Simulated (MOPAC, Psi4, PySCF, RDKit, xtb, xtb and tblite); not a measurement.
Two geometries of SMILES C(F)(F)(c1cc(B)ccc1)F (C7H6BF3), relaxed at GFN2-xTB with one dihedral held; other torsions can differ between them too.

Structure A

```
17

B      2.6715    -1.1012     0.2174
C      1.3576    -0.2701     0.1051
C      0.8655     0.1532    -1.1316
C     -0.2994     0.8918    -1.2350
C     -1.0150     1.2333    -0.1010
C     -0.5423     0.8171     1.1350
C     -1.2743     1.1928     2.3908
F     -2.5595     1.5124     2.1793
F     -0.7191     2.2618     2.9994
F     -1.2743     0.2086     3.3064
C      0.6289     0.0799     1.2403
H      3.6963    -0.5543     0.3395
H      2.6272    -2.2673     0.1664
H      1.4107    -0.1040    -2.0284
H     -0.6538     1.2050    -2.2053
H     -1.9256     1.8076    -0.1705
H      0.9728    -0.2284     2.2168
```

Structure B

```
17

B     -2.6392    -1.1344     0.2346
C     -1.3651    -0.2635     0.0780
C     -1.2976     1.0362     0.5957
C     -0.1513     1.8038     0.4951
C      0.9652     1.3035    -0.1512
C      0.9186     0.0192    -0.6816
C      2.1412    -0.5369    -1.3547
F      2.8249     0.3951    -2.0398
F      3.0137    -1.0578    -0.4669
F      1.8639    -1.5197    -2.2242
C     -0.2179    -0.7616    -0.5501
H     -3.6882    -0.6241     0.2911
H     -2.5494    -2.2982     0.2532
H     -2.1655     1.4443     1.0927
H     -0.1254     2.7991     0.9122
H      1.8617     1.8966    -0.2500
H     -0.2254    -1.7615    -0.9576
```

Question: Which is lower in energy at the level B3LYP-D3(BJ)/def2-SVP // GFN2-xTB in Psi4, and by how much?

Answer: B is lower, by 29.49 kJ/mol (dihedral H12–B1–C2–C3: 90° in A, 30° in B).

E(B) − E(A) in kJ/mol at the other levels, on the same two geometries: GFN2-xTB (xtb and tblite) -8.91; B3LYP/def2-SVP // GFN2-xTB (Psi4) -29.31; PBE/def2-SVP // GFN2-xTB (Psi4) -28.93; PBE-D3(BJ)/def2-SVP // GFN2-xTB (Psi4) -29.03; UFF // GFN2-xTB (RDKit) -31.79; PM7, restricted, heats of formation // GFN2-xTB (MOPAC) -2.56; PM3, restricted, heats of formation // GFN2-xTB (MOPAC) -11.15; GFN1-xTB // GFN2-xTB (xtb) -10.76; restricted B3LYP/6-31G*, spherical d, density fitting // GFN2-xTB (PySCF) -30.57; restricted LDA (SVWN5)/6-31G*, spherical d, density fitting // GFN2-xTB (PySCF) -32.37; restricted M06-2X/6-31G*, spherical d, density fitting // GFN2-xTB (PySCF) -27.91; restricted B3LYP/LANL2DZ, density fitting // GFN2-xTB (PySCF) -31.79.
